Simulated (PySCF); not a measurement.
From computed data to an observable: oscillator strength and radiative lifetime

C2H5ClOSi2, SMILES [SiH2]1[Si@@H](O)C(=C1)Cl.

Coordinates come from a B3LYP-D3(BJ)/def2-SVP optimisation. The structure was generated by enumeration; whether it is a known compound was not checked. One conformer was computed; it need not be the lowest.

PySCF with TDA-M06-2X/def2-SVPD puts the first singlet state with f over 0.02 at 6.19 eV (vertical), with the transition dipole (0.446, -0.041, 0.069) in atomic units.

### Question
Find the oscillator strength, the wavelength and the radiative lifetime that this transition would have in vacuum if emission retraced absorption.

### Answer

|μ|² = 0.2054 au, so |μ| = 1.15 D. ΔE = 6.19/27.211 = 0.2275 hartree. f = (2/3) ΔE |μ|² = 0.031 (the program prints 0.031).
λ = 1239.84/6.19 = 200 nm; ν = 49926 cm⁻¹.
Einstein's coefficient A = 0.6670 ν² f s⁻¹ (ν in cm⁻¹) = 5.2e7 s⁻¹, so τ = 1/A = 19 ns. This state is S3; the lower singlets have f = 0.002, 0.004. The figure is the radiative limit of this one transition; relaxation, internal conversion, crossing to triplets and a medium change what is measured.
